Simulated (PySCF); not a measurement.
Computed properties of In(OH)(SH)2 (H₃InOS₂), SMILES [SH][In]([OH])[SH]

In(OH)(SH)2 (H3InOS2), SMILES [OH][In]([SH])[SH]. Geometry: B3LYP-D3(BJ)/def2-SVP. The structure was generated by enumeration; whether it is a known compound was not checked. The def2 effective core potentials stand for the cores of In; spin–orbit coupling is left out. The values are those of a single conformer. All values are computed for the isolated molecule unless a solvent is named; none is compared with measurement here.

**Structure.** The optimised structure has Cs symmetry. All 15 harmonic modes at B3LYP-D3(BJ)/def2-SVP (PySCF) are real, so it is a minimum. With heavy atoms numbered as in [In:1]([OH:2])([SH:4])[SH:6], the shortest bond between them is In1–O2 at 2.005 Å and the longest In1–S4 at 2.425 Å.

**Vibrations.** The strongest infrared lines (harmonic, unscaled, degenerate partners summed) lie at 228 cm⁻¹ (124 km/mol, H 92 %), 798 cm⁻¹ (78 km/mol, H 93 %), 596 cm⁻¹ (70 km/mol, O 85 %, In 13 %). The softest mode is at 75 cm⁻¹ and the zero-point energy is 19.2 kcal/mol.

**Electronic structure.** B3LYP/def2-TZVP (PySCF) places the frontier levels at -7.37 and -2.34 eV, a gap of 5.03 eV, and gives a dipole moment of 1.87 D and a mean polarisability of 81.9 bohr³. PBE/def2-TZVP (PySCF) at the same geometry gives -6.39 and -2.88 eV, so its gap is 1.52 eV narrower. An orbital gap is neither the optical nor the fundamental gap.

**Excitations.** TDA-PBE0/def2-SVPD (PySCF) has S1 at 4.19 eV (296 nm, f = 0.000, dark); the most intense of the 10 singlets computed lies at 6.60 eV (f = 0.55). T1 (TDA) is at 3.85 eV, 0.34 eV under S1. TDA-PBE/def2-SVPD (PySCF) puts S1 at 3.59 eV. No vertical singlet excitation falls in the visible range (under 3.1 eV).
